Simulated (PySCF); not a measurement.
Species: Si(NCO)2H2, C₂H₂N₂O₂Si.
Cartesian coordinates in Å at the PBE0-D3(BJ)/def2-SVP level; atoms count from 1:
```
atom  x, y, z in Å
Si1   -0.7908   -0.0035   -0.5125
N2    -0.7099   -0.0293    1.1977
C3    -0.6010   -0.0094    2.3904
O4    -0.5020    0.0058    3.5517
N5     0.7989    0.0127   -1.1484
C6     1.9167   -0.0137   -1.5781
O7     3.0033   -0.0340   -1.9994
H8    -1.4947    1.2288   -0.9462
H9    -1.4878   -1.2269   -0.9809
```

The closed-shell ground state was solved at several levels (PySCF, density fitting, gas phase, non-relativistic).

```json
{"level": "PBE0/pcSseg-1", "basis functions": "136", "HOMO (eV)": "-8.78", "LUMO (eV)": "-0.03", "gap (eV)": "8.75", "dipole (D)": "2.22"}
{"level": "CAM-B3LYP/def2-SVPD", "basis functions": "166", "HOMO (eV)": "-10.17", "LUMO (eV)": "0.56", "gap (eV)": "10.73", "dipole (D)": "2.37"}
```

(1) What might KT2/pcSseg-1 (136 basis functions) give for the same quantities?

(2) Over all these levels, which gives the widest orbital gap and which the narrowest?

(3) How far do the dipole and the HOMO energy spread over the levels?

Answers

(1) HOMO -7.48 eV, LUMO -1.04 eV, gap 6.44 eV, dipole 2.12 D.

(2) CAM-B3LYP/def2-SVPD (range-separated hybrid) has the widest, 10.73 eV, and KT2/pcSseg-1 (GGA) the narrowest, 6.44 eV. Functional and basis both differ between the two, so the spread mixes both effects.

(3) The dipole runs from 2.12 to 2.37 D (mean 2.23 D) and the HOMO from -10.17 to -7.48 eV.
